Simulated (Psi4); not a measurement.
H4GeO4 (SMILES [OH][Ge]([OH])([OH])[OH]), singlet, at a GFN2-xTB geometry, atoms displaced at random by about 0.03 Å a coordinate; Psi4 1.11 with TPSS/STO-3G, gradient.

The Psi4 input:
```
memory 2 GB

molecule {
0 1
O     0.43407356    1.41410320   -0.99407588
Ge   -0.03333955   -0.01328757    0.02055604
O    -1.12972890    0.33640219    1.26064489
O    -0.74544082   -1.13957896   -1.11973877
O     1.48715364   -0.59927632    0.82415659
H    -0.15307816    1.65201289   -1.59324488
H    -0.78635155    0.68815690    2.00160376
H    -1.27805510   -1.79717314   -0.72362762
H     2.23714602   -0.56951452    0.22066045
symmetry c1
no_reorient
no_com
}

set {
  basis sto-3g
}

gradient('tpss')
print_variables()
```

Write the output that Psi4 gives for this input, abridged.


```
gradient() will perform analytic gradient computation.

   => Loading Basis Set <=

    Name: STO-3G
    Role: ORBITAL
    Keyword: BASIS

         ---------------------------------------------------------
                                   SCF
               by Justin Turney, Rob Parrish, Andy Simmonett
                          and Daniel G. A. Smith
                              RKS Reference
         ---------------------------------------------------------

  ==> Geometry <==

    Molecular point group: c1
    Full point group: C1

    Geometry (in Angstrom), charge = 0, multiplicity = 1:

       Center              X                  Y                   Z               Mass
    ------------   -----------------  -----------------  -----------------  -----------------
         O            0.434073560000     1.414103200000    -0.994075880000    15.994914619570
         GE          -0.033339550000    -0.013287570000     0.020556040000    73.921177761000
         O           -1.129728900000     0.336402190000     1.260644890000    15.994914619570
         O           -0.745440820000    -1.139578960000    -1.119738770000    15.994914619570
         O            1.487153640000    -0.599276320000     0.824156590000    15.994914619570
         H           -0.153078160000     1.652012890000    -1.593244880000     1.007825032230
         H           -0.786351550000     0.688156900000     2.001603760000     1.007825032230
         H           -1.278055100000    -1.797173140000    -0.723627620000     1.007825032230
         H            2.237146020000    -0.569514520000     0.220660450000     1.007825032230

  Running in c1 symmetry.

  Rotational constants: A =      0.12016  B =      0.11548  C =      0.10743 [cm^-1]
  Rotational constants: A =   3602.42206  B =   3461.94938  C =   3220.72946 [MHz]
  Nuclear repulsion =  441.453883496533194

  Charge       = 0
  Multiplicity = 1
  Electrons    = 68
  Nalpha       = 34
  Nbeta        = 34

  ==> Algorithm <==

  SCF Algorithm Type is DF.
  DIIS enabled.
  MOM disabled.
  Fractional occupation disabled.
  Guess Type is SAD.
  Energy threshold   = 1.00e-08
  Density threshold  = 1.00e-08
  Integral threshold = 1.00e-12

  ==> Primary Basis <==

  Basis Set: STO-3G
    Blend: STO-3G
    Number of shells: 24
    Number of basis functions: 42
    Number of Cartesian functions: 43
    Spherical Harmonics?: true
    Max angular momentum: 2

  ==> DFT Potential <==

   => LibXC <=

    Version 7.1.2
[...]
  @DF-RKS Final Energy: -2352.12721219019249
    Total Energy =                      -2352.1272121901924947
[...]
    Number of shells: 184
    Number of basis functions: 646
    Number of Cartesian functions: 823
    Spherical Harmonics?: true
    Max angular momentum: 5

  ==> DFT Potential <==

   => LibXC <=

    Version 7.1.2
    S. Lehtola, C. Steigemann, M. J. T. Oliveira, and M. A. L. Marques,  SoftwareX 7, 1–5 (2018) (10.1016/j.softx.2017.11.002)

   => Composite Functional: TPSS <=

    TPSS Meta-GGA XC Functional

    J. Tao, et al., Phys. Rev. Lett., 91, 146401, 2003

    Deriv               =              1
    GGA                 =           TRUE
    Meta                =           TRUE

    Exchange Hybrid     =          FALSE
    MP2 Hybrid          =          FALSE

   => Exchange Functionals <=

    1.0000   XC_MGGA_X_TPSS

   => Correlation Functionals <=

    1.0000   XC_MGGA_C_TPSS

   => LibXC Density Thresholds  <==

    XC_MGGA_C_TPSS:  1.00E-15
    XC_MGGA_X_TPSS:  1.00E-15

   => Molecular Quadrature <=

    Radial Scheme          =       TREUTLER
    Pruning Scheme         =           NONE
    Nuclear Scheme         =       TREUTLER

    Blocking Scheme        =         OCTREE
    BS radius alpha        =              1
    Pruning alpha          =              1
    Radial Points          =             75
    Spherical Points       =            302
    Total Points           =         192135
    Total Blocks           =           1494
    Max Points             =            256
    Max Functions          =             39
    Weights Tolerance      =       1.00E-15

  -Total Gradient:
     Atom            X                  Y                   Z
    ------   -----------------  -----------------  -----------------
       1       -0.164401826482     0.078855447070    -0.176225256935
       2       -0.015926755392    -0.009712999919     0.016508656847
       3        0.076951914120     0.076997146439     0.156590443770
       4       -0.068345397045    -0.087825333432     0.050317070237
       5        0.074968577960    -0.003183065300    -0.048341194844
       6        0.163693791200    -0.049942123167     0.153302293578
       7       -0.077912718344    -0.072007404527    -0.150256548899
       8        0.060819796438     0.073575041652    -0.056569211711
       9       -0.050411102239    -0.006729049075     0.054967450872

  Variable Map:
  ----------------------------------------------------------------------------
[...]
  Array Variable Map:
  ----------------------------------------------------------------------------
[...]
[...]
```
